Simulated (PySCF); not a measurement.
## Ge: excitation energy

Ge [Ar] 3d10 4s2 4p2 (3P) → Ge [Ar] 3d10 4s2 4p1 4d1 (high-spin determinant), as a difference of total energies. All numbers are calculated (PySCF 2.14, the spin-free X2C one-electron Hamiltonian (Gaussian nucleus), in aug-cc-pVQZ-DK). Correlated levels: valence: [Ar] 3d10 frozen. The calculations carry no spin-orbit coupling.

```tsv
method	excitation energy (eV)
UHF	6.224
MP2 (valence)	6.376
SCS-MP2 (valence)	6.347
CCSD (valence)	6.202
CCSD(T) (valence)	6.115
```

Question: How much does correlation contribute at CCSD(T) (valence)?

Answer: 6.115 − (6.224) = -0.109 eV, measured against UHF.

A first-order spin-orbit estimate (lowest level to lowest level, LS coupling) adds 0.018 eV.

The promoted electron is Rydberg-like, and one or two diffuse shells describe it only roughly, which tends to raise the upper state.

The coupled-cluster amplitudes are large for the upper state (T1 above 0.03 or a double amplitude above 0.15), so a single reference is strained.

The determinant of the upper state mixes LS terms, which raises its energy above the lowest term, most at the Hartree-Fock and MP2 levels.
